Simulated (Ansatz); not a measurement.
Cl2S2W, SMILES `[S]=[W](=[S])([Cl])[Cl]`, relaxed with RKS PBE0-D4/def2-TZVP in the Gaussian-basis code of Ansatz from a PBE-D4/def2-SVP geometry. The force threshold is 0.005 eV/Å; the program also tests the step.

Total charge 0; spin multiplicity 1. W takes the def2 core potential.

Start:

```xyz
5

S    -0.559   -1.557   -1.335
W     0.006    0.020   -0.006
S    -0.155   -0.743    1.985
Cl    2.179    0.551   -0.397
Cl   -1.470    1.728   -0.247
```

(1) By how much does the energy fall, and how many steps does the optimiser take? (Estimate.)

(2) Which bonds change most? (An estimate is asked.)

(3) Give the relaxed structure. (Estimate.)

Answers

(1) Ansatz gave: 1.18 kcal/mol, in 4 steps.

(2) The calculation gave: W2–Cl4 from 2.270 to 2.241 Å; S1–W2 from 2.139 to 2.110 Å; W2–Cl5 from 2.270 to 2.241 Å; W2–S3 from 2.139 to 2.110 Å.

(3) Computed: 
```xyz
5

S    -0.554   -1.546   -1.325
W     0.000    0.000    0.000
S    -0.156   -0.738    1.971
Cl    2.132    0.568   -0.397
Cl   -1.422    1.715   -0.249
```
